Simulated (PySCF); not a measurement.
C₂H₉BN₂, SMILES CNBNC.

The structure is a stationary point at PBE0-D3(BJ)/def2-SVP. The structure was generated by enumeration, and PubChem lists no compound with its InChIKey, so it may never have been made. Other conformers were not sampled.

Vertical ionisation energy (IE) and electron affinity (EA) in eV. Rows of orbital energies are one-electron estimates. Where ΔSCF, EOM or ADC give a negative EA the extra electron is unbound and the value depends on the basis.

```
level                                         IE     EA
------------------------------------------  ----  -----
−ε(HOMO), −ε(LUMO), PBE0/def2-TZVP (PySCF)  6.25  -1.09
−ε(HOMO), −ε(LUMO), PBE/def2-TZVP (PySCF)   4.95  -0.28
```
